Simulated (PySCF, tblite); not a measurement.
C3H10O2Si2.
Z-matrix (Å and degrees, GFN2-xTB geometry), rows numbered from 1:
```
C 
C   1  1.3208
O   2  1.3371  1  126.66
Si  3  1.6196  2  130.41  1    -0.45
O   4  1.6093  3   98.20  2   179.92
C   5  1.4081  4  126.33  3  -179.63
Si  6  1.9047  5  105.54  4   174.42
H   1  1.0744  2  121.41  3    -0.06
H   1  1.0734  2  120.84  3   179.90
H   2  1.0848  1  121.68  3  -180.00
H   4  1.4655  3  112.17  2   -62.07
H   4  1.4654  3  112.12  2    62.35
H   6  1.0944  5  109.38  4   -63.81
H   6  1.0942  5  109.65  4    52.56
H   7  1.4617  6  108.41  5    60.28
H   7  1.4616  6  108.39  5   -60.08
H   7  1.4664  6  108.36  5  -179.92
```

Method used: B3LYP/def2-SVPD in PySCF (dipole) on a GFN2-xTB geometry, gas phase.

Take the most abundant isotopes and a rigid rotor. The values belong to one conformer with, in the numbering `[CH2:1]=[CH:2][O:3][SiH2:4][O:5][CH2:6][SiH3:7]`, C1–C2–O3–Si4 0°, C2–O3–Si4–O5 180°, O3–Si4–O5–C6 180°, Si4–O5–C6–Si7 174°.

(1) What are A, B and C (GHz)?

(2) What kind of rotor is it?

(3) What does the inertial defect say?

(4) Where do the levels up to J = 4 lie, in K?

(5) Predict some low-J microwave lines.

Answers

(1) Ia = 71.20, Ib = 803.87, Ic = 859.91 u·Å²; 505379 MHz·u·Å²/I gives 7098, 628.7 and 587.7 MHz, that is A = 7.0975, B = 0.6287, C = 0.5877 GHz.

(2) A near-prolate asymmetric top: κ = (2 × 628.7 − 7098 − 587.7)/(7098 − 587.7) = -0.99.

(3) Not planar: Δ = Ic − Ia − Ib = -15.17 u·Å². For a rigid frame Δ = −2 Σ m c², so Σ m c² = 7.58 u·Å² lies off the ab plane: 7.40 from hydrogen and 0.18 from heavier atoms. The atom farthest from that plane is 1.26 Å away.

(4) Above 0(0,0), as E/k:
J = 1: 1(0,1) 0.058, 1(1,1) 0.369, 1(1,0) 0.371
J = 2: 2(0,2) 0.175, 2(1,2) 0.484, 2(1,1) 0.490, 2(2,1) 1.421, 2(2,0) 1.421
J = 3: 3(0,3) 0.350, 3(1,3) 0.656, 3(1,2) 0.668, 3(2,2) 1.596, 3(2,1) 1.596, 3(3,1) 3.153, 3(3,0) 3.153
J = 4: 4(0,4) 0.584, 4(1,4) 0.885, 4(1,3) 0.905, 4(2,3) 1.830, 4(2,2) 1.830, 4(3,2) 3.387, 4(3,1) 3.387, 4(4,1) 5.567, 4(4,0) 5.567
The levels of one J sum to (2J + 1)J(J + 1)(A + B + C)/3.

(5) The dipole components are |μa| = 0.18 D, |μb| = 1.29 D, |μc| = 0.04 D. The squared components, which scale the intensities, stand as 0.02 : 1.00 : 0.00 (a : b : c). Some lines, for components of 0.1 D or more:

| type | branch | J(Ka,Kc) | MHz | lower level (cm⁻¹) |
| --- | --- | --- | --- | --- |
| a | Q | 4(1,3) ← 4(1,4) | 410 | 0.615 |
| a | R | 1(0,1) ← 0(0,0) | 1216 | 0.000 |
| a | R | 2(1,1) ← 1(1,0) | 2474 | 0.258 |
| a | R | 3(2,1) ← 2(2,0) | 3650 | 0.988 |
| a | R | 3(1,2) ← 2(1,1) | 3711 | 0.340 |
| a | R | 4(1,4) ← 3(1,3) | 4783 | 0.456 |
| a | R | 4(0,4) ← 3(0,3) | 4864 | 0.243 |
| a | R | 4(3,2) ← 3(3,1) | 4866 | 2.192 |
| a | R | 4(3,1) ← 3(3,0) | 4866 | 2.192 |
| a | R | 4(2,2) ← 3(2,1) | 4867 | 1.109 |
| a | R | 4(1,3) ← 3(1,2) | 4947 | 0.464 |
| a | R | 5(1,5) ← 4(1,4) | 5979 | 0.615 |
| a | R | 5(0,5) ← 4(0,4) | 6078 | 0.406 |
| a | R | 5(3,2) ← 4(3,1) | 6083 | 2.354 |
| a | R | 5(2,3) ← 4(2,2) | 6085 | 1.272 |
| b | Q | 4(1,3) ← 4(0,4) | 6697 | 0.406 |
| b | Q | 5(1,4) ← 5(0,5) | 6802 | 0.608 |
| b | R | 4(2,2) ← 3(1,3) | 24459 | 0.456 |
| b | R | 5(2,4) ← 4(1,3) | 25345 | 0.629 |
| b | Q | 5(3,2) ← 5(2,3) | 32442 | 1.475 |
| b | Q | 3(3,0) ← 3(2,1) | 32446 | 1.109 |
| b | Q | 4(3,2) ← 4(2,3) | 32447 | 1.272 |
| b | R | 3(3,1) ← 2(2,0) | 36096 | 0.988 |
| b | R | 5(3,2) ← 4(2,3) | 38530 | 1.272 |
| b | Q | 5(4,1) ← 5(3,2) | 45425 | 2.557 |
| b | Q | 5(5,0) ← 5(4,1) | 58404 | 4.072 |

Its GFN2-xTB frequencies are all real (lowest 23 cm⁻¹). No vibrational averaging or centrifugal distortion is included, and the geometry carries the error of its method. A rigid rotor knows nothing of internal rotation, which can split or shift real lines.
